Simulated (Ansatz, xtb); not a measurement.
## C2H12Si3: which of two conformers lies lower

Structure I is `C[SiH2]C([SiH3])[SiH3]`, a singlet and structure II is `C[SiH2]C([SiH3])[SiH3]`, a singlet. Both are isolated molecules in the gas phase, relaxed with B3LYP/6-31G*.

I (Å):

```yaml
atoms:
  - { symbol: C, position_ang: [1.1239, -1.7163, -1.3214] }
  - { symbol: C, position_ang: [-0.9768, -0.6810, 0.7991] }
  - { symbol: Si, position_ang: [0.8472, -0.7365, 0.2697] }
  - { symbol: Si, position_ang: [-1.7667, -2.3949, 0.9184] }
  - { symbol: Si, position_ang: [-2.0060, 0.5044, -0.2555] }
  - { symbol: H, position_ang: [0.5435, -1.3043, -2.1544] }
  - { symbol: H, position_ang: [2.1825, -1.6849, -1.6038] }
  - { symbol: H, position_ang: [0.8431, -2.7691, -1.2041] }
  - { symbol: H, position_ang: [1.3421, 0.6586, 0.0805] }
  - { symbol: H, position_ang: [1.6442, -1.3431, 1.3745] }
  - { symbol: H, position_ang: [-0.9804, -0.2687, 1.8203] }
  - { symbol: H, position_ang: [-0.8506, -3.3677, 1.5776] }
  - { symbol: H, position_ang: [-3.0280, -2.3385, 1.7069] }
  - { symbol: H, position_ang: [-2.0909, -2.9182, -0.4371] }
  - { symbol: H, position_ang: [-1.5801, 1.9128, -0.0308] }
  - { symbol: H, position_ang: [-3.4560, 0.4005, 0.0706] }
  - { symbol: H, position_ang: [-1.8416, 0.1930, -1.7020] }
```

II (Å):

```xyz
17

C    -1.5938    1.7048    1.8340
C    -0.0066   -0.2362   -0.0579
Si    0.0843    1.2856    1.0745
Si   -0.0809   -1.8545    0.9166
Si    1.3996   -0.2475   -1.3231
H    -1.9843    0.8722    2.4294
H    -1.5117    2.5785    2.4908
H    -2.3309    1.9399    1.0573
H     0.5794    2.4602    0.2985
H     1.0799    1.0205    2.1524
H    -0.9450   -0.1594   -0.6283
H    -1.0166   -1.7535    2.0723
H     1.2656   -2.2002    1.4471
H    -0.5454   -2.9725    0.0503
H     2.7057   -0.0284   -0.6446
H     1.4704   -1.5487   -2.0463
H     1.2055    0.8310   -2.3305
```

**Question.** Which of the two would you expect CCSD(T)/def2-SVP + ΔMP2/def2-TZVPP electronic energies to favour?

**Answer.** Too close to call at this level: CCSD(T)/def2-SVP + ΔMP2/def2-TZVPP gives E(II) − E(I) = −0.004 eV.

Level by level:

```tsv
level	geometry	E(II) − E(I) (eV)	departure from the last row (eV)	job, with rough time for the two
B3LYP/6-31G*	B3LYP/6-31G*	−0.011	−0.007	optimisation, 2.1 min
HF/def2-SVP	B3LYP/6-31G*	−0.005	−0.001	part of the CCSD(T) run
MP2/def2-SVP	B3LYP/6-31G*	+0.001	+0.005	part of the CCSD(T) run
CCSD(T)/def2-SVP	B3LYP/6-31G*	+0.001	+0.004	single point
CCSD(T)/def2-SVP + ΔMP2/def2-TZVPP	B3LYP/6-31G*	−0.004		single point, 57 s
```

The largest departure from CCSD(T)/def2-SVP + ΔMP2/def2-TZVPP is that of B3LYP/6-31G*, 0.007 eV. Levels run at GFN2-xTB geometries aren't shown. The last row adds to CCSD(T) the change of the MP2 difference between the two basis sets, here −0.004 eV.

With harmonic frequencies from B3LYP/6-31G* (ideal gas, rigid rotor, one conformer each, 298.15 K, 1 atm): on the last row, ΔE + ΔZPE = −0.002 eV. A mode under 50 cm⁻¹ makes harmonic enthalpies and free energies unreliable, so none is given.

The correlated steps freeze 17 core orbitals. Codes used: Ansatz 0.2.0; the last row on 2 threads of Intel(R) Xeon(R) Platinum 8488C (Sapphire Rapids) on a shared host.
